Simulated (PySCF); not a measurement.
C₃H₈Ge, SMILES `[GeH3][CH]1CC1`, neutral singlet in the gas phase. 

Cartesian coordinates (Å):
```xyz
12

Ge     1.7164    -0.0788     0.1131
C     -0.1527     0.1903     0.5609
C     -1.2155    -0.7124    -0.0233
C     -1.1196     0.7128    -0.4773
H      1.7927    -0.5490    -1.3501
H      2.5171     1.2259     0.2595
H      2.3553    -1.1488     1.0141
H     -0.3371     0.5260     1.5761
H     -2.0444    -0.9912     0.6157
H     -0.9090    -1.4877    -0.7159
H     -0.7480     0.9033    -1.4774
H     -1.8830     1.4071    -0.1482
```
Charge 0, spin multiplicity 1.

All levels are single points at this geometry (TPSSh-D3(BJ)/def2-TZVP); Pople sets use spherical d functions. Orbital energies aren't observables, and empty levels follow the basis.

| level | HOMO (eV) | LUMO (eV) | gap (eV) | dipole (D) | vertical IE, Delta-SCF (eV) |
|---|---|---|---|---|---|
| TPSSh-D3(BJ)/def2-TZVP in PySCF | -7.43 | 0.80 | 8.23 | 0.85 | – |
| B3LYP/3-21G in PySCF | -7.77 | 1.50 | 9.27 | 0.78 | – |
| M06-2X/6-31G* in PySCF | -9.10 | 1.95 | 11.04 | 0.81 | – |
| SVWN5/6-31G* in PySCF | -6.77 | 0.41 | 7.18 | 0.90 | – |
| HF/3-21G in PySCF | -10.97 | 4.74 | 15.71 | 0.80 | – |
| HF/STO-3G in PySCF | -9.48 | 12.51 | 21.98 | 0.17 | – |
